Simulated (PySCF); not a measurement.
C3H8ClSi, SMILES [CH2][Si](C)(C)Cl, multiplicity 2.

Geometry optimised at TPSSh-D3(BJ)/def2-SVP. The geometry has at least one imaginary mode, so it is a saddle point at that level. The isomer is the one that the SMILES or the coordinates give; other isomers of the formula were not compared.

Two levels are set side by side: PBE/def2-TZVP (PySCF) and r2SCAN/def2-TZVP (PySCF). Same geometry, gas phase. Differences are taken from unrounded values.

| quantity | PBE |
|---|---|
| α-spin orbital gap (eV) | 5.82 |
| β-spin orbital gap (eV) | 3.52 |
| dipole moment (D) | 2.14 |
| mean polarisability (bohr³) | 75.7 |

Task: These are the PBE values. What does r2SCAN give? (The exact figures need the calculation; the answer reports its results.)

Result: 
```
quantity                     r2SCAN  PBE minus r2SCAN
---------------------------  ------  ----------------
α-spin orbital gap (eV)        6.73             -0.91
β-spin orbital gap (eV)        4.45             -0.94
dipole moment (D)              2.21             -0.07
mean polarisability (bohr³)    73.2               2.6
```

Rough cost on one machine, each run with all the roots and properties that it gave: r2SCAN against PBE about 3 times.
